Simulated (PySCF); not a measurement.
Computed shifts of a molecule C5H5Cl, PBE/pcSseg-1 (PySCF), GIAO, gas phase, atoms alike by connectivity averaged where their shifts nearly agree, in ppm (number of nuclei): ¹³C: 145.6 (1), 130.8 (1), 91.0 (1), 89.2 (1), 23.6 (1). ¹H: 6.98 (1), 3.69 (1), 2.52 (3). References: ¹³C against TMS (σ = 182.0 ppm); ³⁵Cl against HCl (σ = 936.5 ppm); ¹H against TMS (σ = 31.49 ppm), references at their B3LYP-D3(BJ)/def2-TZVP geometries, non-relativistic (without spin–orbit terms, shifts of atoms bonded to Cl or Br come out too high). Geometry: PBE-D3(BJ)/def2-SVP. One conformer was computed; it need not be the lowest.

### Question
Pick the molecule that these values belong to.
A) CC#C/C=C\Cl
B) C=CC=C=CCl
C) ClC1=CCC=C1
D) C#C/C(C)=C/Cl

### Answer
D, C#C/C(C)=C/Cl
